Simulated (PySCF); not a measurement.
silanone (H$_{2}$OSi), singlet, geometry from GFN2-xTB; MP2/6-31G* run with PySCF.

PySCF was given this input:
```python
from pyscf import gto, scf, mp

mol = gto.M(
    atom='''
Si    0.066853   -0.426757    0.002742
O    -0.165911    1.059089   -0.006804
H    -0.984656   -1.434017   -0.000317
H     1.375997   -1.064103    0.016367
''',
    basis='6-31g*',
    charge=0,
    spin=0,
    verbose=4,
)

mf = scf.RHF(mol)
mf.kernel()

pt = mp.MP2(mf, frozen=5)
pt.kernel()
print('E(MP2) = %.10f' % pt.e_tot)
```

What the program printed (banner, timings and long lists left out):

```
PySCF version 2.14.0

[INPUT] verbose = 4
[INPUT] num. atoms = 4
[INPUT] num. electrons = 24
[INPUT] charge = 0
[INPUT] spin (= nelec alpha-beta = 2S) = 0
[INPUT] symmetry False subgroup None
[INPUT] Mole.unit = angstrom
[INPUT] Symbol           X                Y                Z      unit          X                Y                Z       unit  Magmom
[INPUT]  1 Si     0.066853000000  -0.426757000000   0.002742000000 AA    0.126333860606  -0.806453851741   0.005181629034 Bohr   0.0
[INPUT]  2 O     -0.165911000000   1.059089000000  -0.006804000000 AA   -0.313526351053   2.001388151539  -0.012857696552 Bohr   0.0
[INPUT]  3 H     -0.984656000000  -1.434017000000  -0.000317000000 AA   -1.860730166910  -2.709899387970  -0.000599043181 Bohr   0.0
[INPUT]  4 H      1.375997000000  -1.064103000000   0.016367000000 AA    2.600257478223  -2.010863238328   0.030929147481 Bohr   0.0

nuclear repulsion = 53.03061227696
number of shells = 18
number of NR pGTOs = 86
number of NR cGTOs = 36
basis = 6-31g*
ecp = {}

******** <class 'pyscf.scf.hf.RHF'> ********
method = RHF
initial guess = minao
damping factor = 0
level_shift factor = 0
DIIS = <class 'pyscf.scf.diis.CDIIS'>
diis_start_cycle = 1
diis_space = 8
diis_damp = 0
SCF conv_tol = 1e-09
SCF conv_tol_grad = None
SCF max_cycles = 50
direct_scf = True
direct_scf_tol = 1e-13
Set gradient conv threshold to 3.16228e-05
Initial guess from minao.
init E= -364.767271100459
  HOMO = -0.368280274923054  LUMO = -0.0308565071654492  gap/eV = 9.18177
cycle= 1 E= -364.772676140305  delta_E= -0.00541  |g|= 0.756  |ddm|= 1.76
  HOMO = -0.27646296841542  LUMO = 0.0442702837145279  gap/eV = 8.72760
cycle= 2 E= -364.802855715852  delta_E= -0.0302  |g|= 0.732  |ddm|= 1.16
  HOMO = -0.440117234780252  LUMO = 0.0400456034666083  gap/eV = 13.06590
cycle= 3 E= -364.911513052155  delta_E= -0.109  |g|= 0.0395  |ddm|= 0.562
  HOMO = -0.435848308934384  LUMO = 0.054772261542785  gap/eV = 13.35047
cycle= 4 E= -364.912296413201  delta_E= -0.000783  |g|= 0.00934  |ddm|= 0.0653
  HOMO = -0.437957394310053  LUMO = 0.0537210842722717  gap/eV = 13.37925
cycle= 5 E= -364.912360371002  delta_E= -6.4e-05  |g|= 0.0036  |ddm|= 0.0185
  HOMO = -0.438453197592703  LUMO = 0.0538293987861738  gap/eV = 13.39569
cycle= 6 E= -364.912375105952  delta_E= -1.47e-05  |g|= 0.00148  |ddm|= 0.00978
  HOMO = -0.43900368302924  LUMO = 0.0540229601752045  gap/eV = 13.41594
cycle= 7 E= -364.912377584316  delta_E= -2.48e-06  |g|= 0.000323  |ddm|= 0.00479
  HOMO = -0.439107766647572  LUMO = 0.0540463106730016  gap/eV = 13.41941
cycle= 8 E= -364.912377669156  delta_E= -8.48e-08  |g|= 3.68e-05  |ddm|= 0.000949
  HOMO = -0.439124937134419  LUMO = 0.0540433842797321  gap/eV = 13.41979
cycle= 9 E= -364.912377670383  delta_E= -1.23e-09  |g|= 9.83e-06  |ddm|= 0.000112
  HOMO = -0.439126342124633  LUMO = 0.0540440908411375  gap/eV = 13.41985
cycle= 10 E= -364.912377670466  delta_E= -8.26e-11  |g|= 2.15e-06  |ddm|= 2.88e-05
  HOMO = -0.439126645790463  LUMO = 0.0540440676374669  gap/eV = 13.41986
Extra cycle  E= -364.912377670469  delta_E= -3.01e-12  |g|= 1.03e-06  |ddm|= 3.85e-06
converged SCF energy = -364.912377670469

******** <class 'pyscf.mp.mp2.RMP2'> ********
nocc = 7, nmo = 31
frozen orbitals 5
E(RMP2) = -365.178126353278  E_corr = -0.265748682808886
E(SCS-RMP2) = -365.173186653244  E_corr = -0.26080898277477
E_corr(same-spin) = -0.0670262729952611
E_corr(oppo-spin) = -0.198722409813625
E(MP2) = -365.1781263533
```
